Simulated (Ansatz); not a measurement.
`[NH2][Ge]([F])([F])[Cl]`. The species carries charge 0 and has multiplicity 1.

Cartesian coordinates in Å:
```
N 0.411 -0.042 -1.123
Ge -0.324 0.065 0.505
F -1.509 1.298 0.499
F 0.743 0.551 1.762
Cl -1.187 -1.770 1.076
H 0.947 -0.880 -1.295
H 0.919 0.777 -1.424
```

List the harmonic frequencies (cm⁻¹, unscaled) at PBE0-D4/def2-TZVP in Ansatz. (An estimate is asked.)

Computed: 94, 162, 199, 236, 246, 262, 459, 489, 719, 744, 773, 909, 1571, 3575, 3676.

Is this a minimum?

Yes, all 15 modes are real.

Give the ideal-gas thermochemistry at 298.15 K and 1 bar (rigid rotor, harmonic oscillator; point group C1, symmetry number 1).

Zero-point energy 84.4 kJ/mol; H(298) − E = 105.4 kJ/mol; entropy 353.5 J/(mol·K), of which translation 172.3, rotation 114.9, vibration 66.3; G(298) − E = 0.0 kJ/mol. Modes under 100 cm⁻¹ are hindered rotations or soft bends, so the harmonic entropy is rough.

Rotational constants (cm⁻¹)?

0.1144, 0.07167, 0.06868.
